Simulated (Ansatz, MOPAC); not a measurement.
System: SiHCl, charge 0, multiplicity 1. SMILES: [SiH]Cl
Geometry: optimised at B3LYP-D3(BJ)/def2-TZVP (Ansatz, a program for electronic structure).

Wanted: enthalpy of formation at 298 K, in kcal/mol. Set-up: no spin-orbit coupling; non-relativistic; UHF or UKS for open shells; dispersion terms only where a functional's name holds one; LANL2DZ with its own core potentials from Na on; 6-31G* and kin with 6d, 5d where marked. First-principles rows: single points at B3LYP-D3(BJ) geometries (Ansatz), with unscaled harmonic terms from B3LYP/6-31G* (Ansatz) at its own minima, enthalpies of formation by atomisation with measured atoms. Semi-empirical rows: MOPAC heats of formation at their own minima for 298 K. The Hartree-Fock reference of [SiH]Cl (SiHCl) is unstable towards a lower, spin-broken solution.

```csv
level,program,enthalpy of formation at 298 K (kcal/mol)
MNDO,MOPAC,7.1
HF/3-21G,Ansatz,97.4
HF/LANL2DZ,Ansatz,96.8
PBE/3-21G,Ansatz,36.0
B3LYP/LANL2DZ,Ansatz,43.1
B3LYP/6-31G*,Ansatz,21.1
B3LYP/6-31G**,Ansatz,20.4
wB97M-V/def2-TZVPD,Ansatz,9.4
```

No value to compare with is used here. The 7 habitual levels span 7.1 (MNDO) to 97.4 kcal/mol (HF/3-21G); wB97M-V/def2-TZVPD gives 9.4.

The levels are drawn from those run, B3LYP/6-31G* more often than the rest, none by its result; left out are runs that failed, that the program found above a lower state of the same kind, or whose <S^2> lies over 0.5 above the pure value.
